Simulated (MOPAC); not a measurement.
A run for MOPAC: PM3 on AlSi+, 2S+1 = 3, a spin state set in the input, which need not be the lowest, a point of a bond scan (R = 2.552 Å). Charge +1.

```
PM3 1SCF PRECISE CHARGE=1 UHF MS=1 THREADS=1
AlSi

Al     0.00000000 1     0.00000000 1     0.00000000 1
Si     0.00000000 1     0.00000000 1     2.55192300 1
```

Output:

```
*******************************************************************************
 **                                                                           **
 **                              MOPAC v23.2.5                                **
 **                                                                           **
 *******************************************************************************
 ** MOPAC's Digital Object Identifier: https://doi.org/10.5281/zenodo.6511958 **
 **                                                                           **
 ** Please cite the open-source release paper for use of this MOPAC version:  **
 ** J. E. Moussa and J. J. P. Stewart (2026)                                  **
 ** MOPAC: An open-source semiempirical molecular orbital program             **
 ** J. Open Source Softw., 11(119), 8025, https://doi.org/10.21105/joss.08025 **
 *******************************************************************************

                              PM3 CALCULATION RESULTS

 *******************************************************************************
 *  PM3        - The PM3 Hamiltonian to be used
 *  UHF        - UNRESTRICTED HARTREE-FOCK CALCULATION
 *
 *
 *
 *                 CHARGE ON SYSTEM = +1
 *
 *
 *
 *  MS=        - IN MECI, MAGNETIC COMPONENT OF SPIN =  1.0
 *  PRECISE    - TIGHTER CRITERIA TO BE USED
 *  1SCF       - DO 1 SCF AND THEN STOP
 *  THREADS=1  - MULTI-THREADING NOT USED
 *  T=         - A TIME OF 172800.0 SECONDS REQUESTED
 *  DUMP=N     - RESTART FILE WRITTEN EVERY 7200.0 SECONDS REQUESTED
 *******************************************************************************
PM3 1SCF PRECISE CHARGE=1 UHF MS=1 THREADS=1
 AlSi

   ATOM   CHEMICAL          X               Y               Z
  NUMBER   SYMBOL      (ANGSTROMS)     (ANGSTROMS)     (ANGSTROMS)

     1      Al          0.00000000  *   0.00000000  *   0.00000000  *
     2      Si          0.00000000  *   0.00000000  *   2.55192300  *



          CARTESIAN COORDINATES

    NO.       ATOM           X           Y           Z

     1        Al          0.0000      0.0000      0.0000
     2        Si          0.0000      0.0000      2.5519

 Al: (PM3): J. J. P. STEWART, J. COMP. CHEM. 10, 209 (1989).
 Si: (PM3): J. J. P. STEWART, J. COMP. CHEM. 10, 209 (1989).

           Empirical Formula: Al Si  =     2 atoms



      MOLECULAR POINT GROUP   :   C*v


          UHF CALCULATION, NO. OF ALPHA ELECTRONS =    4
                           NO. OF BETA  ELECTRONS =    2

 -------------------------------------------------------------------------------
 PM3 1SCF PRECISE CHARGE=1 UHF MS=1 THREADS=1
 AlSi



     1SCF WAS SPECIFIED, SO BFGS WAS NOT USED
     SCF FIELD WAS ACHIEVED


                              PM3 CALCULATION
                                                       MOPAC v23.2.5 Linux




          FINAL HEAT OF FORMATION =        280.68684 KCAL/MOL =    1174.39376 KJ/MOL


          COSMO AREA              =        112.57 SQUARE ANGSTROMS
          COSMO VOLUME            =        104.46 CUBIC ANGSTROMS

          IONIZATION POTENTIAL    =         12.790770 EV
          ALPHA SOMO LUMO (EV)    =        -13.171 -7.440
          BETA  SOMO LUMO (EV)    =        -12.791 -7.514
          NO. OF ALPHA ELECTRONS  =          4
          NO. OF BETA  ELECTRONS  =          2
          MOLECULAR WEIGHT        =         55.0670         POINT GROUP:  C*v

          MOLECULAR DIMENSIONS (Angstroms)

            Atom       Atom       Distance
           Si     2   Al     1     2.55192
           Si     2   Al     1     0.00000
           Al     1   Si     2     0.00000


          SCF CALCULATIONS        =          1





   ATOM   CHEMICAL          X               Y               Z
  NUMBER   SYMBOL      (ANGSTROMS)     (ANGSTROMS)     (ANGSTROMS)

     1      Al          0.00000000  *   0.00000000  *   0.00000000  *
     2      Si          0.00000000  *   0.00000000  *   2.55192300  *

                             CARTESIAN COORDINATES

   1   Al        0.000000000     0.000000000     0.000000000
   2   Si        0.000000000     0.000000000     2.551923000


           Empirical Formula: Al Si  =     2 atoms



      MOLECULAR POINT GROUP   :   C*v


          ALPHA EIGENVALUES
 -17.32943 -13.63685 -13.17141 -13.17141  -7.44020  -7.44020  -6.71347  -0.97660


           BETA EIGENVALUES
 -16.74955 -12.79077  -7.51404  -7.51404  -6.66171  -6.11853  -6.11853   4.79457


              NET ATOMIC CHARGES AND DIPOLE CONTRIBUTIONS

  ATOM NO.   TYPE          CHARGE      No. of ELECS.   s-Pop       p-Pop
    1         Al          -0.306873        3.3069     0.07522     3.23166
    2         Si           1.306873        2.6931     1.97816     0.71496
 DIPOLE           X         Y         Z       TOTAL
 POINT-CHG.     0.000     0.000     9.767     9.767
 HYBRID         0.000     0.000    -2.261     2.261
 SUM            0.000     0.000     7.506     7.506


          ATOMIC ORBITAL ELECTRON POPULATIONS

     Atom    s        px        py        pz
    1 Al   0.07522   0.88316   0.88316   1.46534
    2 Si   1.97816   0.11684   0.11684   0.48128


                    (SZ)    =    1.000000
                    (S**2)  =    2.133233


          ATOMIC ORBITAL SPIN POPULATIONS

    Atom   Total    s     px     py     pz
         Atomic
    1 Al  1.6114  0.073  0.883  0.883 -0.228
    2 Si  0.3886 -0.016  0.117  0.117  0.171

 **********************
 *                    *
 * JOB ENDED NORMALLY *
 *                    *
 **********************




 == MOPAC DONE ==
```

The run finished. Its determinant has ⟨S²⟩ = 2.13, a mixture of spin states.

Cost: roughly 0.03 core-seconds.
